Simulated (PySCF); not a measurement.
C4H9O (cation, charge +1), SMILES C1CC[OH+]C1 (PBE0/def2-SVP optimised geometry):

```
14

C     -0.076     1.059     0.116
C      1.020     0.198    -0.515
C      0.726    -1.188     0.000
O     -0.770    -1.188     0.000
C     -1.323     0.211     0.000
H      0.152     1.273     1.171
H     -0.205     2.020    -0.400
H      2.029     0.520    -0.223
H      0.965     0.220    -1.615
H      1.049    -1.353     1.038
H      1.028    -2.020    -0.648
H     -1.198    -1.820     0.604
H     -2.029     0.280     0.837
H     -1.849     0.300    -0.959
```

Calculation: PySCF 2.14.0 with PBE0/def2-TZVP.

Task: What are the frontier orbital energies?

Result: HOMO-2 -15.42 eV, HOMO-1 -14.97 eV, HOMO -14.60 eV, LUMO -4.97 eV, LUMO+1 -3.36 eV.

On the same geometry PBE/def2-TZVP in PySCF gives HOMO-2 -14.02 eV, HOMO-1 -13.38 eV, HOMO -13.17 eV, LUMO -6.04 eV, LUMO+1 -4.38 eV.

Meta-Löwdin charges at PBE0/def2-TZVP: C1 -0.22, C2 -0.21, C3 0.00, O4 -0.24, C5 0.00, H6 0.14, H7 0.16, H8 0.17, H9 0.14, H10 0.15, H11 0.17, H12 0.41, H13 0.16, H14 0.16.
